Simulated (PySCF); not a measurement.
Mo(NMe)(F)3(OH) (CH4F3MoNO), SMILES C[N]=[Mo]([OH])([F])([F])[F], multiplicity 1.

The structure is a stationary point at B3LYP-D3(BJ)/def2-SVP. The multiplicity is an assumed one; other spin states were not compared. The def2 effective core potentials stand for the cores of Mo; spin–orbit coupling is left out. Other conformers were not sampled.

The numbers are results of TDA-PBE0/def2-SVPD run with PySCF 2.14.0, not measurements.

Vertical excitations. Isolated molecule, no solvent.

Computed excitation energies, oscillator strengths and character:
| state | energy (eV) | λ (nm) | f | main pairs |
|---|---|---|---|---|
| S1 | 3.98 | 312 | 0.000 | HOMO→LUMO 99 % |
| S2 | 4.16 | 298 | 0.000 | HOMO−1→LUMO 99 % |
| S3 | 4.93 | 252 | 0.000 | HOMO→LUMO+2 59 %, HOMO−1→LUMO+1 25 %, HOMO→LUMO+1 10 % |
| S4 | 5.14 | 241 | 0.008 | HOMO→LUMO+1 31 %, HOMO−2→LUMO 30 %, HOMO−1→LUMO+2 25 %, HOMO→LUMO+2 5 % |
| S5 | 5.19 | 239 | 0.004 | HOMO−3→LUMO 97 % |
| S6 | 5.25 | 236 | 0.001 | HOMO−1→LUMO+1 61 %, HOMO→LUMO+2 26 % |
| S7 | 5.64 | 220 | 0.040 | HOMO−2→LUMO 54 %, HOMO−1→LUMO+2 15 %, HOMO→LUMO+1 10 % |
| S8 | 6.03 | 205 | 0.001 | HOMO−5→LUMO 78 %, HOMO−6→LUMO 19 % |
| S9 | 6.05 | 205 | 0.015 | HOMO−4→LUMO 61 %, HOMO−2→LUMO+2 12 % |
| S10 | 6.07 | 204 | 0.001 | HOMO−2→LUMO+1 44 %, HOMO−2→LUMO+2 38 %, HOMO−4→LUMO 11 % |
| T1 | 3.73 | 332 | 0 | HOMO→LUMO 96 % |
| T2 | 3.89 | 319 | 0 | HOMO−1→LUMO 90 % |
| T3 | 3.94 | 315 | 0 | HOMO→LUMO+1 50 %, HOMO−1→LUMO+2 18 %, HOMO→LUMO+2 9 %, HOMO−1→LUMO 8 % |
| T4 | 4.07 | 305 | 0 | HOMO−2→LUMO 90 % |
Triplets are in the Tamm–Dancoff approximation.
